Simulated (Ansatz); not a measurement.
Cost and result for the atomization energy of `B/C=C\[SiH](N)F` (13 atoms, 12 bonds).

Cartesian coordinates in Å:
```
B 1.665 -1.098 1.257
C 0.131 -1.101 1.380
C -0.656 -0.416 0.528
Si -0.063 0.694 -0.852
N -1.441 1.494 -1.444
F 0.664 -0.228 -1.947
H 2.345 -1.839 1.904
H 2.195 -0.344 0.493
H -0.356 -1.705 2.146
H -1.740 -0.499 0.647
H 0.920 1.727 -0.468
H -2.309 1.010 -1.609
H -1.356 2.304 -2.037
```

The species carries charge 0 and has multiplicity 1. Geometry: relaxed with PBE0-D4/def2-TZVP. It is one conformer, not always the lowest. Program: Ansatz. All runs use 4 threads of an Arm Neoverse V1 on a shared host. Times are those of one run each, without the atoms' runs, and a repeat can differ threefold. Electronic energies, without spin–orbit coupling; frozen cores. CCSD(T)/CBS adds CCSD(T) − MP2 in def2-TZVPP to the MP2 limit, and its time is that of the two runs behind it. T1 = 0.011; the RHF reference is unstable towards UHF. B3LYP takes the VWN-RPA correlation (the form of Gaussian; ORCA's B3LYP/G).

CCSD(T)/CBS is a level of theory with its own doubt, some kJ/mol a heavy atom from the limit and from the frozen cores, so smaller differences don't rank the functionals.

```csv
level,functions,wall time,atomization (kcal/mol),difference from CCSD(T)/CBS,per bond
PBE-D4/def2-TZVPP (with forces),295,3.2 s,1226.5,21.0,1.8
PBE0-D4/def2-TZVPP,295,3.8 s,1206.9,1.4,0.1
r2SCAN-D4/def2-TZVPP (with forces),295,6 s,1208.1,2.6,0.2
B3LYP-D4/def2-TZVPP (with forces),295,6.5 s,1210.0,4.5,0.4
B2PLYP/def2-TZVPP,295,8 s,1196.8,-8.7,-0.7
ωB97X-V/def2-TZVPP,295,10 s,1209.5,4.0,0.3
ωB97M-V/def2-TZVPP (with forces),295,15 s,1211.5,6.0,0.5
MP2/def2-QZVPP,565,36 s,1214.3,8.8,0.7
CCSD(T)/def2-TZVPP,295,15 min,1173.4,-32.1,-2.7
CCSD(T)/CBS(def2),–,16 min,1205.5,0.0,0.0
```

From PBE to PBE0 (25 % exact exchange), in def2-TZVPP and without D4, the atomization energy moves by −18.6 kcal/mol: exact exchange takes away binding that semilocal exchange gives to molecules. In def2-TZVPP, CCSD(T) changes the Hartree–Fock value by +275.8 kcal/mol (the triples alone add +16.8 kcal/mol) and MP2 by +297.5 kcal/mol; breaking electron pairs costs correlation energy, which Hartree–Fock lacks. The D4 term adds +10.8 kcal/mol with B3LYP and +5.7 kcal/mol with PBE0; it sums over pairs of atoms, weighted by their polarisabilities, and B3LYP, whose exchange is more repulsive, gets the larger term.
